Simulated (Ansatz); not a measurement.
Relaxation of C3H10O2Si (16 atoms, charge 0, multiplicity 1), to a largest force component of 0.03 eV/Å in at most 50 steps.

Theory: Ansatz, RKS BLYP/def2-SVP.

```xyz
16
Properties=species:S:1:pos:R:3
Si 0.146 -0.012 0.016
C 0.750 -0.009 1.774
H 0.039 -0.147 2.617
H 1.523 -0.804 1.841
H 1.266 0.962 1.933
H 1.524 0.061 -0.454
O -0.708 1.352 -0.443
C -2.047 1.466 -0.910
H -2.778 0.948 -0.250
H -2.317 2.543 -0.937
H -2.163 1.054 -1.937
O -0.645 -1.406 -0.479
C -1.412 -2.321 0.296
H -1.171 -2.274 1.382
H -2.502 -2.127 0.178
H -1.210 -3.355 -0.054
```

Q: Where does it end, and by what steps?

A: The run converged. The force dipped under the threshold on the way, but the program's further checks kept it going. After 24 steps the energy has fallen by 0.448 eV; H9 moved furthest, 1.15 Å.

```csv
step,energy less start (eV),largest force component (eV/Å),accepted
0,0.0000,1.385,yes
1,-0.2178,0.393,yes
2,-0.2810,0.241,yes
3,-0.2961,0.618,yes
4,-0.3164,0.434,yes
5,-0.3585,0.341,yes
6,-0.3940,0.197,yes
7,-0.4163,0.118,yes
8,-0.4139,0.580,no
9,-0.4235,0.077,yes
10,-0.4284,0.084,yes
11,-0.4314,0.219,yes
12,-0.4356,0.109,yes
13,-0.4399,0.077,yes
14,-0.4396,0.242,no
15,-0.4338,0.319,no
16,-0.4415,0.025,yes
17,-0.4432,0.112,yes
18,-0.4447,0.079,yes
19,-0.4457,0.030,yes
20,-0.4464,0.060,yes
21,-0.4469,0.052,yes
22,-0.4473,0.037,yes
23,-0.4476,0.010,yes
24,-0.4477,0.013,yes
```

```xyz
16
Properties=species:S:1:pos:R:3
Si 0.037 -0.063 0.068
C 0.857 0.002 1.760
H 0.121 -0.163 2.573
H 1.648 -0.771 1.846
H 1.325 0.994 1.928
H 0.978 0.230 -1.059
O -1.191 1.089 0.116
C -1.959 1.509 -1.009
H -2.646 0.709 -1.367
H -2.574 2.384 -0.712
H -1.316 1.815 -1.866
O -0.550 -1.595 -0.314
C -1.425 -2.379 0.490
H -0.956 -2.675 1.457
H -2.376 -1.848 0.721
H -1.676 -3.308 -0.062
```

Whether the end is a true minimum wasn't checked by a vibrational analysis.

Run time: 49 s on 4 threads of Arm Neoverse V1, with other jobs on the host, peak memory 0.2 GiB.
